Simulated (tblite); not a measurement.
Compound: CH₇B₂GeO (doublet state).
SMILES with atom numbers: `[BH2:1][CH:2][BH:3][O:4][GeH3:5]` (hydrogens: H6, H7 on B1; H8 on C2; H9 on B3; H10, H11, H12 on Ge5)

Computed with GFN2-xTB (tblite), gas phase: L-BFGS steps from a force-field or distance-geometry start until the largest atomic force falls under 0.01 eV/Å.

Geometry at step 3:
```
atom  x, y, z in Å
B1      1.9672   -0.7305   -0.2856
C2      1.4563    0.3782    0.5813
B3      0.2319    0.1385    1.4594
O4     -0.8786    0.9195    1.2677
Ge5    -1.9457    0.4106   -0.0269
H6      1.2699   -1.0021   -1.2119
H7      2.9304   -1.3785   -0.1419
H8      1.5050    1.3672    0.1450
H9      0.1323   -0.8454    2.1069
H10    -2.3588   -1.0240    0.2474
H11    -3.1630    1.2892   -0.1332
H12    -1.1457    0.4767   -1.3136
```

**Question.** Give the atomic forces at this geometry.

**Answer.** 
```json
{"atom": "B1", "Fx (eV/Å)": "0.030", "Fy (eV/Å)": "-0.303", "Fz (eV/Å)": "-0.305"}
{"atom": "C2", "Fx (eV/Å)": "-0.166", "Fy (eV/Å)": "0.136", "Fz (eV/Å)": "-0.130"}
{"atom": "B3", "Fx (eV/Å)": "0.136", "Fy (eV/Å)": "-0.342", "Fz (eV/Å)": "0.216"}
{"atom": "O4", "Fx (eV/Å)": "-0.458", "Fy (eV/Å)": "-0.051", "Fz (eV/Å)": "-0.389"}
{"atom": "Ge5", "Fx (eV/Å)": "0.007", "Fy (eV/Å)": "-0.134", "Fz (eV/Å)": "-0.122"}
{"atom": "H6", "Fx (eV/Å)": "0.247", "Fy (eV/Å)": "0.074", "Fz (eV/Å)": "0.011"}
{"atom": "H7", "Fx (eV/Å)": "-0.007", "Fy (eV/Å)": "-0.010", "Fz (eV/Å)": "0.179"}
{"atom": "H8", "Fx (eV/Å)": "0.023", "Fy (eV/Å)": "0.194", "Fz (eV/Å)": "0.015"}
{"atom": "H9", "Fx (eV/Å)": "0.086", "Fy (eV/Å)": "0.139", "Fz (eV/Å)": "0.184"}
{"atom": "H10", "Fx (eV/Å)": "0.031", "Fy (eV/Å)": "0.159", "Fz (eV/Å)": "-0.048"}
{"atom": "H11", "Fx (eV/Å)": "0.180", "Fy (eV/Å)": "0.141", "Fz (eV/Å)": "0.282"}
{"atom": "H12", "Fx (eV/Å)": "-0.108", "Fy (eV/Å)": "-0.004", "Fz (eV/Å)": "0.107"}
```

The largest, 0.60 eV/Å, acts on O4; the rms over all components is 0.183 eV/Å. The forces sum to zero within rounding, as they must for an isolated molecule in no field.

**Question.** Give the force on O4 in Eh/bohr and in nN.

**Answer.** 0.603 eV/Å ÷ 51.422 = 0.01173 Eh/bohr, and 0.603 eV/Å × 1.602 = 0.97 nN.

**Question.** How far is this geometry from the end of the optimisation?

**Answer.** 0.780 eV above it, and 0.980 Å rms away after alignment. The bonds farthest from their final lengths, with half the difference of the two atoms' forces along the bond (positive lengthens):

```csv
bond,now (Å),final (Å),force along bond (eV/Å)
B3–O4,1.371,1.342,+0.37
O4–Ge5,1.753,1.728,-0.23
C2–B3,1.526,1.546,+0.02
Ge5–H10,1.518,1.498,-0.14
B1–H6,1.191,1.175,-0.23
Ge5–H12,1.517,1.507,-0.12
```

The angle farthest from its final value is B3–O4–Ge5, 115.5° against 145.8°.

Of the 6 listed bonds off by 0.010 Å or more, this force points towards the final length in 5.

What follows is the cost of the whole relaxation. Time: 0.5 s. Hardware: an Arm Neoverse V1 with one thread (shared host).
